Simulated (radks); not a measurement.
Results of a calculation; reference values are marked as such.
Species: Kr III. Configuration: [Ar] 3d10 4s2 4p(up 2.25, down 1.75) (fractional occupations, a model configuration).

Code: a radial shooting solver on a logarithmic mesh with Libxc functionals. Model: non-relativistic Kohn-Sham, TPSS, spin-polarised, spherical densities, point nucleus; meta-GGA in the generalised Kohn-Sham scheme.

Energy parts (hartree):
| part | energy |
|---|---|
| total | -2752.25245 |
| kinetic | 2750.73751 |
| electron-nucleus | -6547.99789 |
| Hartree | 1139.65425 |
| exchange-correlation | -94.64633 |

Orbitals (lengths in bohr, moments of r in powers of bohr; r(90%) holds 90 % of the orbital's charge):
orbital  occ.  eigenvalue (hartree)  r(90%)
1s up       1             -512.4954  0.0755
1s down     1             -512.4938  0.0755
2s up       1             -67.45955   0.289
2s down     1             -67.45897   0.289
2p up       3             -61.05085   0.263
2p down     3             -61.04948   0.263
3s up       1             -10.35291   0.803
3s down     1             -10.35094   0.803
3p up       3              -8.06891   0.830
3p down     3              -8.06664   0.829
3d up       5              -3.99761   0.904
3d down     5              -3.99479   0.904
4s up       1              -1.67672    2.24
4s down     1              -1.65580    2.24
4p up    2.25              -1.15152    2.59
4p down  1.75              -1.13149    2.60

The highest occupied level is 4p down at -30.789 eV. The spin density at the nucleus is -0.0581 e/bohr^3 (1s -0.0267, 2s 0.0240, 3s 0.0447, 4s -0.1001), a Fermi contact field of -3.05 T. Virial ratio -V/T = 2.00055. Spin moment in Bohr magnetons: 0.5. Summed over all electrons, <r^2> = 26.01 bohr^2, which gives a Langevin (diamagnetic) susceptibility term of -20.6 x 10^-6 cm^3/mol. The density falls to 0.001 e/bohr^3 at r = 3.48 bohr. The electron density at the nucleus is 3.227e+04 e/bohr^3.
